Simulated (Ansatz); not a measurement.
The cluster Be₂F₃, relaxed as a doublet with UKS r2SCAN-D4/def2-TZVP in Ansatz, starting from the GFN1-xTB geometry. Force threshold 0.02 eV/Å.

The relaxation made no stability test and no search for a lower SCF solution. The structure comes from a short search, and lower isomers may exist.

Start:

```xyz
5

Be   -0.402   -0.349    1.459
Be    0.150    0.131   -0.548
F     0.032    0.958    0.776
F    -0.292   -1.187    0.172
F     0.511    0.447   -1.860
```

(1) Estimate the energy that the relaxation releases and the steps that it takes.

(2) Does the start keep its bonding and symmetry?

(3) Predict the relaxed structure.

## Answers

(1) 3.4 kJ/mol, in 5 steps; 8 s on 4 threads of Arm Neoverse V1 on a shared host. No frequencies were taken in this run, so the end may be a saddle point.

(2) By distances, no bond broke or formed. The bond that changes most is Be1–F3, from 1.54 to 1.58 Å (atoms count from 1). Point group C2v at the start, C2v at the end, both within 0.05 Å.

(3) 
Cartesian coordinates in Å:
```
Be -0.414 -0.362 1.507
Be 0.156 0.136 -0.565
F 0.034 0.952 0.762
F -0.288 -1.174 0.163
F 0.513 0.448 -1.867
```
Bond lengths (bridged metal pairs left out): 5 × Be–F 1.39 to 1.58 Å.
